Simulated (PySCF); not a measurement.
# Cadmium: a sound run and one with changed settings

Sound run: Cd [Kr] 4d10 5s2, Cd⁺ [Kr] 4d10 5s1. Calculation: PySCF 2.14, in def2-TZVP with the def2 core potential (28 electrons) (6s4p3d1f, 40 functions); a scalar-relativistic core potential. In the sound run the correlated levels freeze 4s2 4p6 outside the core potential. The sound run starts from symmetry-adapted Hartree-Fock orbitals and uses a fine grid where one is needed.

Changed run: all electrons correlated in a basis built for the valence shell.

```csv
species,method,sound run (hartree),changed run (hartree),converged
Cd,MP2,-167.21456,-167.38112,yes
Cd⁺,MP2,-166.90300,-167.06606,yes
```

Ionisation energy of Cd:

```
 method  sound run (eV)  changed run (eV)
    UHF           7.338             7.338
    MP2           8.478             8.573
SCS-MP2           8.481             8.549
```

A valence basis has no tight correlating functions, so it recovers only part of the core correlation, and not evenly between atom and ion.

For comparison, NIST gives 8.994 eV between the lowest levels.
